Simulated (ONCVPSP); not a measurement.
## Building the ONCV potential for In (LDA (Perdew-Wang 92), scalar-relativistic).

indium (In), optimised norm-conserving Vanderbilt (ONCV), made with ONCVPSP 4.0.1 (LDA (Perdew-Wang 92), scalar-relativistic). Core [Ar] 3d10, reference 4s2 4p6 4d10 5s2 5p1. Waves: 4s+5s: rc 1.40 bohr, ncon 4, nbas 9, qcut 7.5 1/bohr, 2 projectors; 4p+5p: rc 1.55 bohr, ncon 3, nbas 7, qcut 7.5 1/bohr, 2 projectors; 4d: rc 1.30 bohr, ncon 4, nbas 9, qcut 13.2 1/bohr, 2 projectors, debl 2.2 Ha. Local part: polynomial inside 0.85 bohr (lpopt 5, dvloc0 2 Ha). Core correction: Teter function, fcfact 4, rcfact 1.65.

All-electron outer shells of the reference configuration (LDA (PZ), scalar-relativistic, ld1.x):

```json
{"shell": "3p", "level (eV)": "-648.74", "outermost node (bohr)": "0.14", "outermost maximum (bohr)": "0.31"}
{"shell": "3d", "level (eV)": "-433.01", "outermost node (bohr)": "–", "outermost maximum (bohr)": "0.26"}
{"shell": "4s", "level (eV)": "-119.46", "outermost node (bohr)": "0.41", "outermost maximum (bohr)": "0.77"}
{"shell": "4p", "level (eV)": "-78.05", "outermost node (bohr)": "0.42", "outermost maximum (bohr)": "0.82"}
{"shell": "4d", "level (eV)": "-18.71", "outermost node (bohr)": "0.40", "outermost maximum (bohr)": "0.94"}
{"shell": "5s", "level (eV)": "-8.49", "outermost node (bohr)": "1.02", "outermost maximum (bohr)": "2.13"}
{"shell": "5p", "level (eV)": "-2.70", "outermost node (bohr)": "1.14", "outermost maximum (bohr)": "2.85"}
```

**Question.** Estimate the cutoffs (Ha) at which the residual kinetic energy of the hardest occupied pseudo-wave falls to 1 and 0.1 mHa per electron.

**Answer.** 45 Ha and 55 Ha.

**Question.** What does a ghost test show?

**Answer.** No bound ghost flagged; GHOST(+) flagged for s at 132.3 eV.

**Question.** Which valence shell sets the plane-wave cutoff?

**Answer.** 4d: 45 Ha for 1 mHa per electron, against 23 Ha for 4s.

Its largest configuration-test error is -89 meV (4s2 4p5 4d10 5s2 5p1). 1 of 4 tests not solved or not reliable.
